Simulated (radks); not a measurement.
Species: Er I. Configuration: [Xe] 4f12 6s2.

Calculated with a radial shooting solver on a logarithmic mesh with Libxc functionals: Dirac Kohn-Sham, RPBE, spin-unpolarised, spherical densities, finite nucleus; open shells are shared between the two j in proportion to 2j + 1; Fermi nuclear charge, rms radius 5.2516 fm.

Energy parts (eV):
part                      energy
total                 -356436.89
kinetic                393332.32
electron-nucleus      -881856.67
Hartree                139698.54
exchange-correlation    -7611.08

Orbitals (lengths in bohr, moments of r in powers of bohr; <r^-3> diverges for s and p1/2; r(max) is where P^2 peaks):
orbital,occ.,eigenvalue (eV),<r^-3>,<r^4>,r(max)
1s1/2,2,-57296.19,-,8.646e-07,0.01286
2s1/2,2,-9620.464,-,0.0001338,0.07341
2p1/2,2,-9163.522,-,0.00008189,0.05513
2p3/2,4,-8246.752,12190,0.0001118,0.06134
3s1/2,2,-2155.586,-,0.005075,0.2074
3p1/2,2,-1954.990,-,0.004555,0.1950
3p3/2,4,-1762.421,2658,0.005743,0.2080
3d3/2,4,-1419.353,452.5,0.004039,0.1642
3d5/2,6,-1377.268,395.5,0.004337,0.1679
4s1/2,2,-425.2436,-,0.1239,0.4743
4p1/2,2,-345.0494,-,0.1391,0.4765
4p3/2,4,-301.7485,598.1,0.1760,0.5042
4d3/2,4,-169.7752,87.15,0.2455,0.5069
4d5/2,6,-161.9057,74.84,0.2652,0.5159
4f5/2,5.14286,-3.7249,10.87,3.594,0.5068
4f7/2,6.85714,-2.6427,10.33,4.726,0.5122
5s1/2,2,-51.7601,-,4.731,1.114
5p1/2,2,-30.2000,-,8.388,1.218
5p3/2,4,-24.8593,71.95,11.58,1.305
6s1/2,2,-3.7704,-,581.5,3.415

The highest occupied level is 4f7/2 at -2.643 eV. Summed over all electrons, <r^2> = 75.89 bohr^2, which gives a Langevin (diamagnetic) susceptibility term of -60.1 x 10^-6 cm^3/mol. For comparison, the ionisation energy in NIST's Atomic Spectra Database is 6.108 eV (measured). In exact Kohn-Sham theory the highest level is minus the ionisation energy, but local and semilocal functionals leave it too shallow, through self-interaction and a potential that decays too fast; potentials with the right tail come closer. The density falls to 0.001 e/bohr^3 at r = 5.11 bohr. The electron density at the nucleus is 8.734e+05 e/bohr^3.

Beside tabulated values, note that spin-unpolarised runs miss the spin-polarisation part of the exchange energy of open shells.
